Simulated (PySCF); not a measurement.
Input file for PySCF: R-M06-2X/def2-TZVPP on GeH3ITe (SMILES [GeH3][Te]I), a point of a torsion scan. Elements past Kr take the def2 small-core potentials; no spin–orbit coupling.

```python
from pyscf import gto, dft

mol = gto.M(
    atom='''
    Ge   -0.73763475    0.01046913    0.01856474
    Te    1.33238444    1.43677701   -0.05714337
    I     2.79064762   -0.17496492    1.52480794
    H    -1.00823630   -0.56615082    1.37282507
    H    -1.90527780    0.86197871   -0.36720652
    H    -0.72884347   -1.14914792   -0.93422038
    ''',
    basis='def2-tzvpp',
    ecp={'I': 'def2-tzvpp', 'Te': 'def2-tzvpp'},
    charge=0, spin=0, verbose=4, max_memory=1800)
mf = dft.RKS(mol, xc='m062x').density_fit(auxbasis='def2-universal-jkfit')
mf.grids.level = 4
mf.conv_tol = 1e-9
mf.max_cycle = 150
mf.kernel()
mf.dip_moment()
```

Program output:

```
PySCF version 2.14.0

[INPUT] verbose = 4
[INPUT] num. atoms = 6
[INPUT] num. electrons = 84
[INPUT] charge = 0
[INPUT] spin (= nelec alpha-beta = 2S) = 0
[INPUT] symmetry False subgroup None
[INPUT] Mole.unit = angstrom
[INPUT] Symbol           X                Y                Z      unit          X                Y                Z       unit  Magmom
[INPUT]  1 Ge    -0.737634750000   0.010469130000   0.018564740000 AA   -1.393927657462   0.019783788462   0.035082274174 Bohr   0.0
[INPUT]  2 Te     1.332384440000   1.436777010000  -0.057143370000 AA    2.517841684232   2.715115050971  -0.107985319135 Bohr   0.0
[INPUT]  3 I      2.790647620000  -0.174964920000   1.524807940000 AA    5.273559711969  -0.330635780206   2.881469399162 Bohr   0.0
[INPUT]  4 H     -1.008236300000  -0.566150820000   1.372825070000 AA   -1.905290475845  -1.069869994998   2.594263399237 Bohr   0.0
[INPUT]  5 H     -1.905277800000   0.861978710000  -0.367206520000 AA   -3.600453233214   1.628903687106  -0.693919753955 Bohr   0.0
[INPUT]  6 H     -0.728843470000  -1.149147920000  -0.934220380000 AA   -1.377314545978  -2.171574845414  -1.765420658187 Bohr   0.0

nuclear repulsion = 444.826939680674
number of shells = 66
number of NR pGTOs = 335
number of NR cGTOs = 190
basis = def2-tzvpp
ecp = {'I': 'def2-tzvpp', 'Te': 'def2-tzvpp'}


******** <class 'pyscf.df.df_jk.DFRKS'> ********
method = DFRKS
initial guess = minao
damping factor = 0
level_shift factor = 0
DIIS = <class 'pyscf.scf.diis.CDIIS'>
diis_start_cycle = 1
diis_space = 8
diis_damp = 0
SCF conv_tol = 1e-09
SCF conv_tol_grad = None
SCF max_cycles = 150
direct_scf = False
XC library pyscf.dft.libxc version 7.1.2
    S. Lehtola, C. Steigemann, M. J. T. Oliveira, and M. A. L. Marques,  SoftwareX 7, 1–5 (2018)
XC functionals = m062x
    Y. Zhao and D. G. Truhlar,  Theor. Chem. Acc. 120, 215 (2008)
    Y. Zhao and D. G. Truhlar,  Theor. Chem. Acc. 120, 215 (2008)
radial grids:
    Treutler-Ahlrichs [JCP 102, 346 (1995); DOI:10.1063/1.469408] (M4) radial grids

becke partition: Becke, JCP 88, 2547 (1988); DOI:10.1063/1.454033
pruning grids: <function nwchem_prune>
grids dens level: 4
symmetrized grids: False
atomic radii adjust function: <function treutler_atomic_radii_adjust>
small_rho_cutoff = 0
Set gradient conv threshold to 3.16228e-05
Initial guess from minao.
tot grids = 140488
******** <class 'pyscf.df.df.DF'> ********
auxbasis = def2-universal-jkfit
init E= -2559.31325988173
  HOMO = -0.812670266408008  LUMO = -0.793245121105751  gap/eV = 0.52859
cycle= 1 E= -2639.15044921096  delta_E= -79.8  |g|= 4.72  |ddm|=   34
  HOMO = -0.120352922788994  LUMO = -0.0889357152428357  gap/eV = 0.85491
cycle= 2 E= -2611.34532039847  delta_E= 27.8  |g|= 7.91  |ddm|= 18.3
  HOMO = -0.0805232677134509  LUMO = -0.0533222603744523  gap/eV = 0.74018
cycle= 3 E= -2641.37700501646  delta_E=  -30  |g|= 2.32  |ddm|= 15.7
  HOMO = -0.151801164725031  LUMO = -0.140304831612292  gap/eV = 0.31283
cycle= 4 E= -2642.4102124369  delta_E= -1.03  |g|= 2.49  |ddm|= 6.66
  HOMO = -0.192551570804755  LUMO = -0.0741279493992167  gap/eV = 3.22247
cycle= 5 E= -2644.29378865257  delta_E= -1.88  |g|= 0.525  |ddm|=  4.4
  HOMO = -0.272566135371263  LUMO = -0.090970997862555  gap/eV = 4.94146
cycle= 6 E= -2644.38088594975  delta_E= -0.0871  |g|= 0.324  |ddm|= 1.06
  HOMO = -0.272001122977882  LUMO = -0.0788893450267613  gap/eV = 5.25484
cycle= 7 E= -2644.41167105112  delta_E= -0.0308  |g|= 0.0989  |ddm|= 0.483
  HOMO = -0.273932227558026  LUMO = -0.074766975740832  gap/eV = 5.41956
cycle= 8 E= -2644.41414971148  delta_E= -0.00248  |g|= 0.0279  |ddm|= 0.12
  HOMO = -0.276115126211955  LUMO = -0.0753900034222018  gap/eV = 5.46201
cycle= 9 E= -2644.41438444266  delta_E= -0.000235  |g|= 0.00878  |ddm|= 0.0478
  HOMO = -0.275426072825294  LUMO = -0.0745120767252536  gap/eV = 5.46715
cycle= 10 E= -2644.41441283654  delta_E= -2.84e-05  |g|= 0.00253  |ddm|= 0.0145
  HOMO = -0.275174895230314  LUMO = -0.0741756853450773  gap/eV = 5.46947
cycle= 11 E= -2644.41441586241  delta_E= -3.03e-06  |g|= 0.00109  |ddm|= 0.00571
  HOMO = -0.275195323870866  LUMO = -0.0742025897197784  gap/eV = 5.46929
cycle= 12 E= -2644.41441616303  delta_E= -3.01e-07  |g|= 0.000392  |ddm|= 0.00154
  HOMO = -0.275219982552833  LUMO = -0.0742178603587259  gap/eV = 5.46955
cycle= 13 E= -2644.41441620227  delta_E= -3.92e-08  |g|= 9.49e-05  |ddm|= 0.000626
  HOMO = -0.275224910033944  LUMO = -0.0742202135469969  gap/eV = 5.46962
cycle= 14 E= -2644.4144162057  delta_E= -3.43e-09  |g|= 3.6e-05  |ddm|= 0.000219
  HOMO = -0.275224893835604  LUMO = -0.0742197334730824  gap/eV = 5.46963
cycle= 15 E= -2644.41441620607  delta_E= -3.7e-10  |g|= 1.42e-05  |ddm|= 6.08e-05
  HOMO = -0.275224681057989  LUMO = -0.0742196137723688  gap/eV = 5.46963
Extra cycle  E= -2644.4144162061  delta_E= -3.27e-11  |g|= 1.42e-05  |ddm|= 2.92e-05
converged SCF energy = -2644.4144162061
Dipole moment(X, Y, Z, Debye): -1.27056,  0.25715, -0.61407
```

Self-consistency was reached.

Cost: about 30 core-seconds (a rough figure).
